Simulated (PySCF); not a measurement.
# Bond curve of CBr

Set-up: PySCF, no relativity, basis sets C def2-TZVPPD, Br def2-TZVPPD. Energies in eV from C + Br in their ground configurations at the same level. State: ²Π (doublet), unpaired electrons π ↑.

```tsv
R (Å)	UHF-CCSD(T)	PBE0
1.565		-2.699
1.638	-2.933	-3.286
1.711	-3.268	-3.602
1.765	-3.390	-3.711
1.820	-3.428	-3.739
1.875	-3.404	-3.705
1.947	-3.300	-3.588
2.038	-3.091	-3.363
2.148	-2.772	-3.023
2.293		-2.517
```

Task: Put a parabola through the three lowest points of the UHF-CCSD(T) curve and estimate Re, k and ωe (reduced mass 10.42 u; 1 eV/Å² = 0.16022 mdyn/Å; ωe = 1302.8·√(k/μ) cm⁻¹).

Result: Through R = 1.765, 1.82, 1.875 Å the second-order coefficient is 10.2 eV/Å², so Re ≈ 1.826 Å, k ≈ 3.28 mdyn/Å and ωe ≈ 731 cm⁻¹. A polynomial fit of higher order to the unrounded UHF-CCSD(T) energies gives Re = 1.824 Å, k = 3.30 mdyn/Å, ωe = 733 cm⁻¹; anharmonicity and rounding make the difference.

The higher-order fit for each curve: UHF-CCSD(T): Re = 1.824 Å, ωe = 733 cm⁻¹, De = 3.43 eV; PBE0: Re = 1.815 Å, ωe = 745 cm⁻¹, De = 3.74 eV.

Correlated steps freeze 10 core orbitals. Spin–orbit coupling is left out. The state was picked by a PBE0 search and need not be the measured ground state.
